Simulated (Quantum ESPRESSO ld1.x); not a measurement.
All-electron atom: Au III in [Xe] 4f14 5d9. Calculated with ld1.x of Quantum ESPRESSO 7.5: scalar-relativistic Kohn-Sham, LDA (Slater exchange, Perdew-Wang correlation), spin-polarised, spherical densities, point nucleus; open shells are filled with parallel spins first.

Radial electron density D(r) = 4 pi r^2 rho(r):

r (bohr)  D(r) (e/bohr)   spin D(r)
0.002092          29.19  -0.0000585
0.002436          35.41  -0.0000705
0.002836          42.58  -0.0000841
0.003275          50.21  -0.0000982
0.003813          59.06   -0.000114
0.004403          68.01   -0.000130
0.005126          77.71   -0.000147
0.005967          87.19   -0.000163
0.006892          95.38   -0.000177
0.008023          102.5   -0.000189
0.00934           107.4   -0.000199
0.01079           109.5   -0.000206
0.01256           108.8   -0.000210
0.01462           105.7   -0.000204
0.01688           101.6   -0.000175
0.01965           97.95  -0.0000720
0.02288           97.30    0.000207
0.02642           101.2    0.000822
0.03076           110.9     0.00220
0.03581           124.5     0.00490
0.04136           137.7     0.00946
0.04815           146.9      0.0173
0.05605           147.0      0.0292
0.06474           138.6      0.0440
0.07536           125.4      0.0620
0.08703           116.4      0.0774
0.1013            117.0      0.0855
0.118             127.1      0.0785
0.1362            136.5      0.0554
0.1586            134.5      0.0211
0.1846            116.4    -0.00394
0.2132            93.00     0.00279
0.2482            76.90      0.0522
0.289             77.22       0.125
0.3337            85.79       0.172
0.3885            89.09       0.156
0.4523            78.55      0.0775
0.5223            59.91     0.00355
0.6081            40.99      0.0119
0.7079            29.15       0.158
0.8175            23.95       0.396
0.9518            20.96       0.655
1.108             17.63       0.816
1.28              13.68       0.828
1.49              9.450       0.709
1.72              6.096       0.529
2.003             3.512       0.335
2.332             1.828       0.181
2.693            0.8761      0.0856
3.135            0.3449      0.0319
3.649            0.1114     0.00940
4.215           0.03068     0.00229
4.906          0.005999    0.000374
5.712         0.0008500   0.0000409

D(r) has 4 maxima, at r = 0.0112, 0.0522, 0.144, 0.376 bohr, and minima at 0.0218, 0.0928, 0.267 bohr, inside which lie 1.89, 10.98, 30.06 electrons.
